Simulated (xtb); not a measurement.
C4H5, doublet, at a GFN2-xTB geometry; GFN-FF run with xtb.

Input for xtb:
```
$ xtb mol.xyz --gfnff --uhf 1 --json

# file mol.xyz
9

C      0.60085967     1.81351297     0.01556469
C      0.61610420     0.51445077     0.00328056
C     -0.56525911    -0.35580246    -0.00191456
C     -0.48769899    -1.67890196    -0.01458395
H     -0.11254112     2.60487760     0.02484085
H      1.56076214    -0.02055891    -0.00416798
H     -1.52208225     0.14758648     0.00526689
H      0.45913300    -2.19376719    -0.02184815
H     -1.36930637    -2.29769393    -0.01817201
```

The log (banner, timings and long lists left out):

```
   ID    Z sym.   atoms
    1    6 C      1-4
    2    1 H      5-9

           -------------------------------------------------
          |                Calculation Setup                |
           -------------------------------------------------

          ==================== Thresholds ====================
          CN  :   150.00000
          rep :   500.00000
          disp:  2500.00000
          HB1 :   250.00000
          HB2 :   450.00000

          Pauling EN used:
          Z : 1  EN :  2.20
          Z : 6  EN :  2.55
          electric field strengths (au): 0.000

           -------------------------------------------------
          |           Force Field Initialization            |
           -------------------------------------------------

          distances ...
          ----------------------------------------
          generating topology and atomic info file ...
          pair mat ...
          computing topology distances matrix with Floyd-Warshall algo ...
          making topology EEQ charges ...
          #fragments for EEQ constrain: 1
          ----------------------------------------
          generating topology and atomic info file ...
          pair mat ...
          computing topology distances matrix with Floyd-Warshall algo ...
          making topology EEQ charges ...
          #fragments for EEQ constrain: 1
          rings ...
          # BATM   32
          # H in HB   5
          doing iterative Hueckel for 1 subsystem(s) ...

  atom   neighbors  erfCN metchar sp-hybrid imet pi  qest     coordinates
    1  C       2    1.93   0.00        -2    0    1  -0.299    1.135460    3.427043    0.029413
    2  C       3    2.79   0.00         2    0    1   0.035    1.164268    0.972171    0.006199
    3  C       3    2.79   0.00         2    0    1  -0.026   -1.068185   -0.672369   -0.003618
    4  C       3    2.79   0.00         2    0    1  -0.051   -0.921618   -3.172665   -0.027560
    5  H       1    0.98   0.00         0    0    0   0.151   -0.212672    4.922505    0.046942
    6  H       1    0.97   0.00         0    0    0   0.047    2.949413   -0.038851   -0.007876
    7  H       1    0.97   0.00         0    0    0   0.048   -2.876319    0.278898    0.009953
    8  H       1    0.97   0.00         0    0    0   0.048    0.867636   -4.145619   -0.041287
    9  H       1    0.97   0.00         0    0    0   0.048   -2.587614   -4.342012   -0.034340

          #atoms :   9
          #bonds :   8
          #angl  :   10
          #tors  :   13
          #nmol  :   1
          #optfrag :   1
           -------------------------------------------------
          |                   G F N - F F                   |
          |          A general generic force-field          |
          |                  Version 1.0.3                  |
           -------------------------------------------------
          Number of HB bonds (bound hydrogen)     132
          Number of HB bonds (unbound hydrogen)   48
          Number of XB bonds                      0

         :::::::::::::::::::::::::::::::::::::::::::::::::::::
         ::                     SUMMARY                     ::
         :::::::::::::::::::::::::::::::::::::::::::::::::::::
         :: total energy              -1.530119471703 Eh    ::
         :: gradient norm              0.126150063068 Eh/a0 ::
         ::.................................................::
         :: bond energy               -1.589774092313 Eh    ::
         :: angle energy               0.001913619983 Eh    ::
         :: torsion energy             0.000000000000 Eh    ::
         :: repulsion energy           0.089418424950 Eh    ::
         :: electrostat energy        -0.029189324822 Eh    ::
         :: dispersion energy         -0.003164138034 Eh    ::
         :: HB energy                 -0.000000305557 Eh    ::
         :: XB energy                  0.000000000000 Eh    ::
         :: bonded atm energy          0.000676344091 Eh    ::
         :: external energy            0.000000000000 Eh    ::
         :: add. restraining           0.000000000000 Eh    ::
         :: total charge               0.000000000000 e     ::
         :::::::::::::::::::::::::::::::::::::::::::::::::::::

           -------------------------------------------------
          |                Property Printout                |
           -------------------------------------------------

molecular dipole:
                 x           y           z       tot (Debye)
 q only:       -0.283      -0.321      -0.002       1.087

           -------------------------------------------------
          | TOTAL ENERGY               -1.530119471703 Eh   |
          | GRADIENT NORM               0.126150063068 Eh/α |
           -------------------------------------------------
########################################################################
[WARNING] Runtime exception occurred
-1- gfnff_setup: Could not read topology file.
########################################################################

normal termination of xtb
```
